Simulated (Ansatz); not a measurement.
## What each rung costs, and what it gives

The pair of Ag⁺ (SMILES [Ag+], atom 1) and SO₂ (SMILES O=S=O, atoms 2–4), both closed shells, in one local arrangement (a lower one may exist), relaxed at PBE0-D4/def2-TZVP:

```
4
angstrom
Ag -0.3132 -0.4420 -2.1718
O -0.5223 -0.7042 0.0468
S 0.0027 0.0141 1.2025
O 0.8329 1.1322 0.9224
```

Interaction energies are counterpoise-corrected; the time is that of the whole pair.

Computed with Ansatz 0.2.0 (basis: as named in each row); correlated methods freeze the cores. Filled d shells of the heavier atoms are correlated. Core potentials replace the inner electrons of the atoms past krypton. B3LYP uses VWN-RPA correlation. Extrapolation: Hartree–Fock as exp(−7.88 √X), correlation as X^−2.97.

Times are rough, for one single point on 4 threads of a shared host (Arm Neoverse V1).

The estimate by CCSD(T) at an estimated basis limit (MP2 extrapolated from triple and quadruple zeta, plus CCSD(T) − MP2 in triple zeta) is -1.097 eV.

```tsv
method	basis	time (s)	interaction energy (eV)	method less estimate
SPW92	def2-SVP	under 1	-1.658	-0.561
PBE-D4	def2-SVP	under 1	-1.338	-0.241
PBE0-D4	def2-SVP	under 1	-1.220	-0.123
PBE-D4	def2-TZVPPD	1	-1.220	-0.123
revPBE-D4	def2-TZVPPD	1	-1.123	-0.026
BLYP-D4	def2-TZVPPD	2	-1.251	-0.154
PBE0-D4	def2-TZVPPD	2	-1.117	-0.020
HSE06-D4	def2-TZVPPD	2	-1.114	-0.017
B3LYP-D4	def2-TZVPPD	2	-1.178	-0.081
CCSD(T)	def2-SVP	2	-1.020	0.076
r2SCAN-D4	def2-TZVPPD	3	-1.226	-0.129
wB97M-V	def2-SVP	4	-1.207	-0.110
B2PLYP	def2-TZVPPD	4	-1.046	0.051
wB97X-V	def2-TZVPPD	5	-1.073	0.024
B97M-V	def2-TZVPPD	6	-1.181	-0.084
wB97M-V	def2-TZVPPD	6	-1.083	0.014
MP2	def2-QZVPPD	7	-1.066	0.031
CCSD(T)	def2-TZVPPD	74	-0.980	0.117
```

No T1 diagnostic of these runs exceeds 0.023. The restricted Hartree–Fock reference is unstable towards an unrestricted one at one or more of these structures.
